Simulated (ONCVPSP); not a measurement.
**Scattering properties, ONCV potential for Mo (Z = 42)**

| Item | Value |
| --- | --- |
| Element | Mo (Z = 42) |
| Generator | ONCVPSP 4.0.1 |
| Type | optimised norm-conserving Vanderbilt (ONCV) |
| Functional | Wu-Cohen |
| Relativity | scalar-relativistic |
| Frozen core | [Ar] 3d10 4s2 |
| Valence charge | 12 |
| Reference configuration | 4p6 4d5 5s1 |
| Partial waves | 5s: rc 2.85 bohr, ncon 4, nbas 8, qcut 2.4 1/bohr, 2 projectors, debl 3.7 Ha; 4p: rc 1.20 bohr, ncon 4, nbas 8, qcut 8.3 1/bohr, 2 projectors, debl 1.1 Ha; 4d: rc 2.20 bohr, ncon 4, nbas 8, qcut 7.8 1/bohr, 1 projector |
| Local potential | polynomial inside 1.15 bohr (lpopt 5, dvloc0 6 Ha) |
| Core correction | none |

In the p channel the program set the typed energies aside and used -1.414, 0.250 Ha.

The phase is arctan(r·R′/R) of the radial function R(r), unwrapped; energies in Ha, scanned from -3 to 5 Ha. A pole is an energy at which the radial function vanishes at the test radius. The pseudo phase is shifted by a multiple of π to meet the all-electron one at the reference energy, and phase errors are pseudo minus all-electron; the curves can meet again beyond the range given. Levels narrower than the energy grid can be missing from the lists of poles.

```json
{"channel": "s", "radius (bohr)": "2.89", "reference energy (Ha)": "-0.15", "poles, all-electron": "-2.36, 0.84, 4.58", "poles, pseudo": "0.46, 0.92, 4.40", "unbroken range about the reference energy with phases within 0.05 rad": "-2.3 to 0.4", "phase error 1 Ha above the reference energy (rad)": "-3.121"}
{"channel": "p", "radius (bohr)": "1.22", "reference energy (Ha)": "-1.41", "poles, all-electron": "2.87", "poles, pseudo": "2.87", "unbroken range about the reference energy with phases within 0.05 rad": "the whole range", "phase error 1 Ha above the reference energy (rad)": "-0.000"}
{"channel": "d", "radius (bohr)": "2.24", "reference energy (Ha)": "-0.14", "poles, all-electron": "0.37, 4.66", "poles, pseudo": "0.39, 4.96", "unbroken range about the reference energy with phases within 0.05 rad": "below 1.1", "phase error 1 Ha above the reference energy (rad)": "+0.028"}
```

Note: no bound ghost flagged; GHOST(+) flagged for s at 12.9 eV, s at 133.4 eV.

Phases in the d channel:

| E (Ha) | all-electron | pseudo |
| --- | --- | --- |
| -2.98 | 1.340 | 1.342 |
| -2.76 | 1.328 | 1.330 |
| -2.54 | 1.314 | 1.317 |
| -2.32 | 1.297 | 1.300 |
| -2.10 | 1.277 | 1.280 |
| -1.88 | 1.251 | 1.255 |
| -1.66 | 1.218 | 1.223 |
| -1.44 | 1.173 | 1.179 |
| -1.22 | 1.108 | 1.116 |
| -1.00 | 1.003 | 1.013 |
| -0.78 | 0.805 | 0.819 |
| -0.56 | 0.348 | 0.367 |
| -0.34 | -0.536 | -0.529 |
| -0.12 | -1.143 | -1.143 |
| 0.10 | -1.406 | -1.403 |
| 0.32 | -1.547 | -1.540 |
| 0.54 | -1.645 | -1.632 |
| 0.76 | -1.730 | -1.708 |
| 0.98 | -1.819 | -1.783 |
| 1.20 | -1.932 | -1.869 |
| 1.42 | -2.101 | -1.983 |
| 1.64 | -2.405 | -2.162 |
| 1.86 | -2.982 | -2.482 |
| 2.08 | -3.667 | -3.055 |
| 2.30 | -4.077 | -3.690 |
| 2.52 | -4.285 | -4.073 |
| 2.74 | -4.405 | -4.276 |
| 2.96 | -4.482 | -4.395 |
| 3.18 | -4.536 | -4.472 |
| 3.40 | -4.577 | -4.527 |
| 3.62 | -4.609 | -4.569 |
| 3.84 | -4.636 | -4.602 |
| 4.06 | -4.660 | -4.629 |
| 4.28 | -4.680 | -4.653 |
| 4.50 | -4.699 | -4.674 |
| 4.72 | -4.717 | -4.693 |
| 4.94 | -4.735 | -4.711 |
